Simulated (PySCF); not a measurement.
# Radial density of Sn³⁹⁺ (tin, charge +39)

UHF, [Ne] 3s1, 2S determinant. Computed with PySCF 2.14 in an uncontracted even-tempered set (18 s from 6.9 bohr⁻², ratio 2.5; 12 p from 9 bohr⁻², ratio 2.5; 4 d from 33 bohr⁻², ratio 2.7; 4 f from 50 bohr⁻², ratio 2.7), with the spin-free X2C one-electron Hamiltonian (Gaussian nucleus).

| r (bohr) | 4πr²ρ (e/bohr) | 4πr²(ρα − ρβ) |
| --- | --- | --- |
| 0.0218 | 63.33 | 0.4139 |
| 0.0367 | 51.91 | -0.0019 |
| 0.0617 | 60.44 | 0.9954 |
| 0.104 | 68.46 | 1.2090 |
| 0.174 | 22.91 | 0.5951 |
| 0.293 | 5.308 | 4.4868 |
| 0.493 | 0.6239 | 0.6229 |
| 0.830 | 0.002529 | 0.0025 |

Densities and radii are taken from the X2C orbitals without a picture-change correction, which distorts them close to the nucleus.
